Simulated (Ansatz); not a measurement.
Gas-phase electronic energies from Ansatz, PBE0-D4/def2-TZVP geometries. CBS: MP2 limit from def2 TZ/QZ plus the TZ coupled-cluster correction, frozen cores. This one scheme is used for every species. Functionals use def2-TZVPP.

`CC[SiH]` + `CNC` → `CN(C)[SiH]` + `CC`  (ligand exchange at the Si–C bond)

`CC[SiH]`:

```xyz
9

C     0.307    0.401    0.821
C    -0.124   -0.684   -0.157
Si   -1.130   -0.259   -1.700
H     0.988    0.017    1.587
H    -0.555    0.827    1.340
H     0.809    1.220    0.300
H    -0.565   -1.542    0.360
H     0.769   -1.106   -0.667
H    -0.499    1.125   -1.884
```

`CNC`:

Cartesian coordinates in Å:
```
C -0.888 0.502 -0.647
N 0.182 0.609 0.317
C 0.737 -0.674 0.680
H -1.235 1.497 -0.932
H -1.734 -0.025 -0.196
H -0.613 -0.045 -1.566
H 0.911 1.208 -0.046
H -0.022 -1.264 1.203
H 1.577 -0.537 1.365
H 1.085 -1.273 -0.179
```

`CN(C)[SiH]`:

```xyz
11

C     0.169   -1.083   -0.846
N    -0.351   -0.131    0.117
C     0.561    0.970    0.338
Si   -1.883   -0.400    0.833
H    -0.542   -1.898   -0.990
H     1.120   -1.507   -0.502
H     0.348   -0.602   -1.815
H     1.527    0.606    0.710
H     0.143    1.663    1.065
H     0.753    1.510   -0.598
H    -1.845    0.872    1.688
```

`CC`:

Cartesian coordinates in Å:
```
C 0.229 0.193 0.698
C -0.229 -0.193 -0.698
H -0.615 0.489 1.326
H 0.733 -0.638 1.196
H 0.928 1.032 0.671
H 0.615 -0.489 -1.326
H -0.733 0.638 -1.196
H -0.927 -1.032 -0.671
```

(1) Is it downhill or uphill in electronic energy at CCSD(T)/CBS, and by how much? (Best estimate.)

(2) What do these levels give: PBE-D4, B97M-V, r2SCANh-D4, BHLYP-D4, ωB97X-V, PBE, revPBE, BLYP, r2SCAN0, LC-ωPBE, HF/def2-SVP, MP2/def2-QZVPP? (An estimate is asked.)

(3) What do rigid-rotor, harmonic-oscillator terms from PBE0-D4/def2-TZVP frequencies (298.15 K, 1 bar) make of the CCSD(T)/CBS value? (Best estimate.)

Largest T1 diagnostic among the species: 0.015.

Answers

(1) The calculation gave: Downhill: ΔE = -1.53 eV.

(2) Computed: PBE-D4 -1.54, B97M-V -1.54, r2SCANh-D4 -1.56, BHLYP-D4 -1.54, ωB97X-V -1.50, PBE -1.52, revPBE -1.48, BLYP -1.55, r2SCAN0 -1.53, LC-ωPBE -1.48, HF/def2-SVP -1.41, MP2/def2-QZVPP -1.61 eV.

(3) The calculation gave: ΔZPE = +0.05 eV, ΔH = -1.49 eV, ΔS = -29 J/(mol·K), ΔG = -1.40 eV.

From PBE to PBE0 (25 % exact exchange), in def2-TZVPP and without D4, ΔE moves by +0.03 eV. In def2-TZVPP, CCSD(T) changes the Hartree–Fock value by −0.12 eV (the triples alone add −0.04 eV) and MP2 by −0.19 eV. The D4 term adds −0.04 eV with B3LYP and −0.02 eV with PBE0; it sums over pairs of atoms, weighted by their polarisabilities, and B3LYP, whose exchange is more repulsive, gets the larger term.

B3LYP here is the variant with VWN-RPA as its local correlation; programs differ in this.
